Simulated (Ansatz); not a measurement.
Cost and result for the atomization energy of C$_{3}$H$_{8}$AlCl$_{2}$N, SMILES `CC[N](C)[Al]([Cl])[Cl]` (15 atoms, 14 bonds).

Cartesian coordinates in Å:
```
C -1.181 -0.892 1.197
C -0.830 0.412 0.498
N 0.344 0.332 -0.355
C 0.145 -0.441 -1.562
Al 1.864 1.109 0.046
Cl 2.054 2.205 1.810
Cl 3.502 0.959 -1.237
H -0.357 -1.221 1.835
H -1.400 -1.690 0.486
H -2.065 -0.759 1.825
H -1.686 0.747 -0.104
H -0.663 1.186 1.253
H -0.698 -0.045 -2.145
H -0.063 -1.497 -1.353
H 1.034 -0.403 -2.194
```

Charge 0, multiplicity 1. All single points use the PBE0-D4/def2-TZVP geometry. It is one conformer, not always the lowest. Program: Ansatz. All runs use 2 threads of an AMD EPYC 7R13 on a shared host and a share of an NVIDIA H100 80 GB. Times are those of one run each, without the atoms' runs, and a repeat can differ threefold. Electronic energies, without spin–orbit coupling; frozen cores. CCSD(T)/CBS adds CCSD(T) − MP2 in def2-TZVPP to the MP2 limit, and its time is that of the two runs behind it. T1 = 0.010. B3LYP takes the VWN-RPA correlation (the form of Gaussian; ORCA's B3LYP/G).

CCSD(T)/CBS is a level of theory with its own doubt, some kJ/mol a heavy atom from the limit and from the frozen cores, so smaller differences don't rank the functionals.

```json
{"level": "ωB97M-V/def2-TZVPP (with forces)", "functions": "362", "wall time": "8 s"}
{"level": "PBE0-D4/def2-TZVPP", "functions": "362", "wall time": "8.5 s"}
{"level": "B3LYP-D4/def2-TZVPP (with forces)", "functions": "362", "wall time": "8.5 s"}
{"level": "r2SCAN-D4/def2-TZVPP (with forces)", "functions": "362", "wall time": "13 s"}
{"level": "B2PLYP/def2-TZVPP", "functions": "362", "wall time": "13 s"}
{"level": "PBE-D4/def2-TZVPP (with forces)", "functions": "362", "wall time": "15 s"}
{"level": "ωB97X-V/def2-TZVPP", "functions": "362", "wall time": "16 s"}
{"level": "CCSD(T)/def2-TZVPP", "functions": "362", "wall time": "18 s"}
{"level": "MP2/def2-QZVPP", "functions": "678", "wall time": "39 s"}
{"level": "CCSD(T)/CBS(def2)", "functions": "–", "wall time": "57 s"}
```

Task: What atomization energy does each give, and how far from CCSD(T)/CBS? (Estimate.)

Result: Computed: 
```csv
level,atomization (kcal/mol),difference from CCSD(T)/CBS,per bond
ωB97M-V/def2-TZVPP (with forces),1360.1,4.5,0.3
PBE0-D4/def2-TZVPP,1360.3,4.7,0.3
B3LYP-D4/def2-TZVPP (with forces),1351.8,-3.8,-0.3
r2SCAN-D4/def2-TZVPP (with forces),1358.8,3.2,0.2
B2PLYP/def2-TZVPP,1338.3,-17.3,-1.2
PBE-D4/def2-TZVPP (with forces),1377.4,21.8,1.6
ωB97X-V/def2-TZVPP,1359.1,3.5,0.3
CCSD(T)/def2-TZVPP,1320.5,-35.1,-2.5
MP2/def2-QZVPP,1364.8,9.2,0.7
CCSD(T)/CBS(def2),1355.6,0.0,0.0
```

In def2-TZVPP, CCSD(T) changes the Hartree–Fock value by +314.2 kcal/mol (the triples alone add +19.3 kcal/mol) and MP2 by +337.8 kcal/mol; breaking electron pairs costs correlation energy, which Hartree–Fock lacks. From PBE to PBE0 (25 % exact exchange), in def2-TZVPP and without D4, the atomization energy moves by −15.9 kcal/mol: exact exchange takes away binding that semilocal exchange gives to molecules. The D4 term adds +15.0 kcal/mol with B3LYP and +8.1 kcal/mol with PBE0; it sums over pairs of atoms, weighted by their polarisabilities, and B3LYP, whose exchange is more repulsive, gets the larger term.
